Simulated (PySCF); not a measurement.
# From computed data to an observable: oscillator strength and radiative lifetime

C2H6F2Si, SMILES F[Si](C)(F)C.

Geometry: ωB97X-D3(BJ)/def2-SVP.

PySCF 2.14.0 with TDDFT-M06-2X/def2-SVPD puts the first singlet state with f over 0.02 at 8.43 eV (vertical), with the transition dipole (0.707, 0.000, 0.000) in atomic units.

Find the oscillator strength, the wavelength and the radiative lifetime that this transition would have in vacuum if emission retraced absorption.


|μ|² = 0.4998 au, so |μ| = 1.80 D. ΔE = 8.43/27.211 = 0.3098 hartree. f = (2/3) ΔE |μ|² = 0.103 (the program prints 0.103).
λ = 1239.84/8.43 = 147 nm; ν = 67993 cm⁻¹.
Einstein's coefficient A = 0.6670 ν² f s⁻¹ (ν in cm⁻¹) = 3.2e8 s⁻¹, so τ = 1/A = 3.1 ns. This state is S1. The figure is the radiative limit of this one transition; relaxation, internal conversion, crossing to triplets and a medium change what is measured.
